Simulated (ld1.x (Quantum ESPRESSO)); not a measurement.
**Cd, TM: configuration errors across variants**

* Element: cadmium (Cd)
* Generator: ld1.x (Quantum ESPRESSO) 7.5
* Type: norm-conserving Troullier–Martins (Kleinman–Bylander form)
* Functional: PBE
* Relativity: fully relativistic
* Frozen core: [Ar] 3d10 4s2
* Valence charge: 18
* Reference configuration: 4p6 4d10 5s2 5p0
* Partial waves: 5s (bound): rc 2.15 bohr; 4d (bound): rc 1.40 bohr; 4p (bound): rc 1.20 bohr
* Local potential: the p channel
* Core correction: Bessel-smoothed model core inside 1.00 bohr

Open shells are filled in proportion to 2j + 1 (rel_dist='average').

All-electron excitation energies from the reference (eV): (1) 4p6 4d10 5s1 5p0 9.273; (2) 4p6 4d10 5s0 5p0 26.401; (3) 4p6 4d9 5s0 5p0 64.407; (4) 4p5 4d10 5s2 5p0 74.346; (5) 4p6 4d10 5s0 5p2 9.655; (6) 4p6 4d9 5s2 5p1 12.637; (7) 4p6 4d10 5s1 5p1 4.659.

4 further variants failed, have other tests or another functional or relativity, and are left out.

A true bound ghost makes a file unfit for plane-wave use even where its test errors are small: the radial tests pick states by their node count and pass the ghost by.

The file “base” misses its own reference levels by 3.9 eV. The file “all radii but the core radius scaled by about 1.23 (s 2.64, p 1.48, d 1.72 bohr)” misses its own reference levels by 3.9 eV. The file “core correction Bessel-smoothed model core inside 1.16 bohr” misses its own reference levels by 3.9 eV. The file “wave 4p (bound): rc 1.20 bohr becomes 4p (bound): rc 1.10 bohr” misses its own reference levels by 3.9 eV. The file “wave 5s (bound): rc 2.15 bohr becomes 5s (bound): rc 1.86 bohr” misses its own reference levels by 3.9 eV. The file “local potential the d channel” misses its own reference levels by 0.4 eV.

Errors AE − PS in meV (a dash: test not solved or not reliable):

```csv
change,(1),(2),(3),(4),(5),(6),(7),bound ghosts
base,-5.5,-33,+39,-21,+70,+37,+34,"p1/2 (extra level of the local part), s"
"all radii but the core radius scaled by about 1.23 (s 2.64, p 1.48, d 1.72 bohr)",-4.1,-32,-10,-43,+282,+196,+123,s
core correction Bessel-smoothed model core inside 1.16 bohr,-5.5,-33,+39,-20,+70,+37,+34,"p1/2 (extra level of the local part), s"
wave 4p (bound): rc 1.20 bohr becomes 4p (bound): rc 1.10 bohr,-5.9,-33,+38,-29,+35,+8.3,+19,"p1/2 (extra level of the local part), s"
wave 5s (bound): rc 2.15 bohr becomes 5s (bound): rc 1.86 bohr,-4.7,-27,+27,-26,+74,+35,+34,"p1/2 (extra level of the local part), s"
local potential the d channel,-4.7,-34,+37,-55,+7.5,+16,+7.8,s
```

Question: Give the same row for: wave 4d (bound): rc 1.40 bohr becomes 4d (bound): rc 1.98 bohr.

Answer: -4.7, -28, +30, -117, +72, +45, +34; bound ghosts: p1/2 (extra level of the local part), s.
